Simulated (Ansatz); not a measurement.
**Abstraction of F: GeF4 + BO → GeF3 + BOF**

Gas-phase species: GeF4 (tetrafluorogermane) `[F][Ge]([F])([F])[F]`, singlet; BO, doublet; GeF3 `[F][Ge]([F])[F]`, doublet; BOF (fluoro(oxo)borane) `O=BF`, singlet. A radical takes F: the energy is the difference in strength between the Ge–F bond broken and the B–F bond made.

Shapes, held fixed at every level: PBE0-D4/def2-TZVP. Programs: Ansatz 0.2.0. The zero-point and thermal change to 298 K, harmonic and unscaled (PBE0-D4/def2-TZVP), is +3.3 kJ/mol.

| level | kind | ΔH(298 K) (kJ/mol) | less CCSD(T)/def2-TZVPP |
| --- | --- | --- | --- |
| HF/def2-SVP | Hartree–Fock | -122.1 | -2.2 |
| SPW92/def2-TZVPP | LDA | -173.8 | -53.9 |
| PBE-D4/def2-TZVPP | GGA | -165.1 | -45.2 |
| wB97X-V/def2-TZVPP | range-separated hybrid | -144.8 | -24.9 |
| B2PLYP/def2-TZVPP | double hybrid | -145.7 | -25.8 |
| CCSD(T)/def2-SVP | coupled cluster or CI | -125.4 | -5.5 |
| CCSD(T)/def2-TZVPP | coupled cluster or CI | -119.9 | 0.0 |

The highest level, CCSD(T)/def2-TZVPP, gives ΔH(298 K) = -119.9 kJ/mol; the levels span -173.8 to -119.9. The column of differences is taken from that level and isn't an error. No measured value is set beside it here. Spin contamination: BO (⟨S²⟩ up to 0.80). Open shells run unrestricted. Relativity is left out for Ge. Outer-core shells of Ge are correlated, in sets that cover them unevenly. CCSD(T)/def2-TZVPP lies outside the range of the other correlated levels here, so it shouldn't be taken on trust.
